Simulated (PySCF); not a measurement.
One reaction down a group: Cu, Ag, Au

The same gas-phase reaction for Cu, Ag, Au:
- Cu₂ + CF₃ → 2 CuF + CF
- Ag₂ + CF₃ → 2 AgF + CF
- Au₂ + CF₃ → 2 AuF + CF

Energies from PySCF, thermal terms from the rigid-rotor harmonic-oscillator model, ideal gas at 1 bar. † marks an energy on the PBE0/def2-TZVP geometry and frequencies; other levels use their own. CCSD(T) freezes the core. Open shells (unrestricted): CF₃ (multiplicity 2), CF (multiplicity 2, electronic degeneracy 4); the rest are closed-shell singlets. Spin-orbit splitting is ignored; it lowers the true energy and changes the entropy of CF. B3LYP is the form with VWN-RPA correlation. Ag, Au: scalar-relativistic def2 core potential, no spin-orbit coupling. Cu: all electrons, no relativistic terms. CCSD(T) isn't extrapolated to the basis-set limit. The harmonic model lacks anharmonicity and excited electronic states, which grow with temperature; levels with a mode under 35 cm⁻¹ are left out. Warning, large T1 diagnostic: AgF, Au₂, AuF, Cu₂, CuF (CCSD(T)/def2-SVP†).

ΔH°(298 K) in kJ, by level:

| level | Cu | Ag | Au |
|---|---|---|---|
| ωB97M-V/def2-TZVP† | 260.2 | 360.3 | 493.0 |
| CCSD(T)/def2-SVP† | 290.7 | 413.7 | 551.6 |
| B3LYP/def2-TZVP† | 283.3 | 390.7 | 512.4 |
| LDA/def2-TZVP† | 404.9 | 526.3 | 634.0 |
| PBE0/def2-TZVP | 317.6 | 427.5 | 555.9 |
| r2SCAN/def2-TZVP† | 307.5 | 422.9 | 546.5 |
| PBE0/def2-QZVP† | 288.3 | 407.2 | 541.1 |

At ωB97M-V/def2-TZVP†, ΔH° rises from Cu to Au, over a range of 232.8 kJ; the steps are +100.1, +132.7 kJ. 7 of the 7 levels shown give the same order. The levels scatter most for Ag (166.0 kJ between the highest and the lowest) and least for Au (141.0 kJ). ΔS°(298 K) runs from 159.6 to 162.7 J/K, so TΔS° at 298 K spreads over 0.9 kJ among the members, against 232.8 kJ for ΔH°.

Free energies at ωB97M-V/def2-TZVP†:

```
member  ΔS°(298 K), J/K  ΔG°(298 K), kJ  ΔG°(1400 K), kJ         ΔG° changes sign
------  ---------------  --------------  ---------------  -----------------------
Cu                159.6             213               34           1600 to 1800 K
Ag                162.3             312              129           2000 to 2500 K
Au                162.7             444              262  none from 298 to 2500 K
```

The NASA 1993 table, where it holds all species, gives ΔH°(298 K) = 215 kJ for Cu; its entries are part measured, part old estimates, and weren't checked at source. After a fit of one offset per element over all species, the range-separated, M06-2X, PBE0/def2-QZVP and CCSD(T)/def2-TZVPP enthalpies, where run, lie to one side of the table for Cu₂ (-17 kJ/mol), CF (-15 kJ/mol): a fault of the table's entry, another state or a shared error of the levels is possible; this was not checked at source.
